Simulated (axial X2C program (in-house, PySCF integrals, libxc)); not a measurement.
# Testing model relations on TiBr⁺

A bond curve at the PBE0 level, two-component, was computed with an in-house relativistic program for diatomic molecules (basis Br dyall-cv3z [8s9p6d4f1g], Ti dyall-cv3z [10s10p6d4f2g] (cores contracted in-house)) for the state Ω = 1 (⟨Sz⟩ = -1.00, ⟨Lz⟩ = 2.00 at PBE0). Its fit gives Re = 2.2781 Å, ωe = 371.6 cm⁻¹, ωexe = 0.889 cm⁻¹ and αe = 3.989e-04 cm⁻¹; the masses are 78.9183 and 47.9479 u. Two-component means X2C with spin–orbit coupling and atomic mean-field Coulomb and Gaunt terms.

Task: Find the reduced mass, Be and the force constant.

Result: From the PBE0 values: μ = 29.8264 u. Be = 16.8576/(μ Re²) = 0.1089 cm⁻¹. k = 5.8918×10⁻⁷ μ ωe² = 2.43 mdyn/Å.

Task: A Morse curve ties αe to the other constants (Pekeris). How well does that hold?

Result: αe(Morse) = 6Be²/ωe × (√(ωexe/Be) − 1) = 3.556e-04 cm⁻¹; the PBE0 curve gives 3.989e-04 cm⁻¹, a ratio of 0.89.

Task: Estimate the centrifugal constant by the Kratzer relation.

Result: D = 4Be³/ωe² = 3.74e-08 cm⁻¹.

Task: Where do the fundamental and the first overtone lie?

Result: ν(1←0) = ωe − 2ωexe = 369.8 cm⁻¹; ν(2←0) = 2ωe − 6ωexe = 737.9 cm⁻¹.

Occupations by symmetry block were frozen at the best pattern of an incomplete PBE0 search. Density functionals use the spin component along the axis (collinear). PBE0 can misorder states that lie within some tenths of an eV, so this need not be the ground state of the molecule. The nearest other 2c determinant of the search, Ω = 3, lies 0.03 eV up at the distance of the search. The functionals have no current-density term, which raises determinants with orbital currents, atoms included. With several unpaired electrons one determinant need not be a pure state.
